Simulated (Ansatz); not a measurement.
`BN[SiH2]F` + `C[NH][GeH3]` → `C[N]([GeH3])[SiH2]F` + `BN` at 700 K and 1 bar (ligand exchange at the Si–N bond).

Gas-phase electronic energies from Ansatz, PBE0-D4/def2-TZVP geometries. CCSD(T)/CBS is the MP2 limit (def2-TZVPP, def2-QZVPP) plus CCSD(T) − MP2 in def2-TZVPP, frozen cores. This one scheme is used for every species. For Ge outer-core shells are correlated without core-valence functions, which leaves a few kJ/mol of doubt a bond. Scalar relativity is left out up to krypton. One conformer a species, not always the lowest.

```tsv
species	CCSD(T)/CBS energy (Eh)	H − E (kJ/mol)	S (J/(mol·K))
`BN[SiH2]F`	-471.49877	220.1	409.3
`C[NH][GeH3]`	-2173.06430	268.1	408.1
`C[N]([GeH3])[SiH2]F`	-2562.63827	326.1	525.5
`BN`	-81.93499	163.7	282.2
```

H − E and S are ideal-gas, rigid-rotor, harmonic terms from PBE0-D4/def2-TZVP, for one conformer and one mirror image of each species. 1 Eh = 2625.50 kJ/mol, R = 8.31446 J/(mol·K).

Task: By hand: ΔE, ΔH, ΔS and ΔG.

Result: ΔE = (-2562.63827) + (-81.93499) − (-471.49877) − (-2173.06430) = -0.01019 Eh = -26.8 kJ/mol. Δ(H − E) = 326.1 + 163.7 − 220.1 − 268.1 = 1.6, so ΔH = -25.2 kJ/mol. ΔS = 525.5 + 282.2 − 409.3 − 408.1 = -9.7 J/(mol·K). ΔG = -25.2 − 700 × (-9.7)/1000 = -18.4 kJ/mol.

Task: By hand: the equilibrium constant, and the temperature at which ΔG would vanish if ΔH and ΔS stayed fixed.

Result: log₁₀ K = −ΔG/(RT ln 10) = 1.4. ΔG = 0 at ΔH/ΔS = 2598 K, far beyond where these terms or the molecules hold.

The number of gas molecules stays the same, so ΔS is small and ΔH decides. A doubt of 5 kJ/mol in ΔE shifts log₁₀ K by 0.4 here. Other conformers and mirror images would add mixing entropy, several J/(mol·K) or more a flexible species. Modes under 60 cm⁻¹, often nearly free rotors, make the harmonic entropy too high. These are equilibria of isolated gas molecules and say nothing of rates. Largest T1 diagnostic: 0.012 (customary marks: 0.02 for closed shells, 0.045 for open ones).
